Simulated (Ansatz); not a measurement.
Frontier orbitals of B2H5NOSi, SMILES `O[SiH]1BNB1`.

Total charge 0; spin multiplicity 1. All single points use the PBE0-D4/def2-TZVP geometry. It is one conformer, not always the lowest. Basis def2-TZVPP, the Gaussian-basis code of Ansatz.

Orbital energies of one run (eV). Highest occupied ones, from the top: -5.80, -7.51, -8.41, -8.50, -9.12, -9.18, -10.60, -11.31, -13.25, -13.71, -15.43, -23.93, -27.03, -97.05. Empty: -1.63, -1.60, -0.07, 0.69, 1.25, 1.35.

Which functional gave them?
A. r2SCANh
B. B97M-V
C. BHLYP
D. LC-ωPBE

B. HOMO energies: B97M-V -5.80, r2SCANh -6.17, LC-ωPBE -9.30, BHLYP -7.75 eV.

LC-ωPBE has ω = 0.4 bohr⁻¹.
